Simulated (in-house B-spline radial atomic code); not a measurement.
A fraction x of an electron is removed from 3d in Se⁵⁺, starting from [Ar] 3d10 4s1 and keeping the highest spin. Level of theory: non-relativistic TPSSh, spin-polarised, spherical fractional occupations, point nucleus; calculated with an all-electron radial atomic-structure program (B-spline basis).

Caution: exact exchange at fractional occupations of open shells leaves self-interaction of up to several eV.

```json
{"x": "0", "E(x) - E(0) (eV)": "0.0000", "3d down level (eV)": "-124.366"}
{"x": "0.05", "E(x) - E(0) (eV)": "6.2538", "3d down level (eV)": "-125.786"}
{"x": "0.24", "E(x) - E(0) (eV)": "30.6686", "3d down level (eV)": "-131.224"}
{"x": "0.33", "E(x) - E(0) (eV)": "42.5956", "3d down level (eV)": "-133.824"}
{"x": "0.41", "E(x) - E(0) (eV)": "53.3943", "3d down level (eV)": "-136.147"}
{"x": "0.5", "E(x) - E(0) (eV)": "?", "3d down level (eV)": "?"}
{"x": "0.55", "E(x) - E(0) (eV)": "?", "3d down level (eV)": "?"}
{"x": "0.66", "E(x) - E(0) (eV)": "88.3461", "3d down level (eV)": "-143.486"}
{"x": "0.8", "E(x) - E(0) (eV)": "108.7248", "3d down level (eV)": "-147.645"}
{"x": "0.92", "E(x) - E(0) (eV)": "126.6575", "3d down level (eV)": "-151.238"}
{"x": "1", "E(x) - E(0) (eV)": "138.8529", "3d down level (eV)": "-153.648"}
```

What belongs in the row x = 0.5?

An energy change of 65.7658 eV; 3d down at -138.776 eV.

What belongs in the row x = 0.55?

An energy change of 72.7412 eV; 3d down at -140.243 eV.

Check Janak's theorem between x = 0.05 and 0.24.

The slope of the energy is 128.50 eV; the orbital levels give 128.50 eV (-ε of the emptying orbital, averaged over the two points).
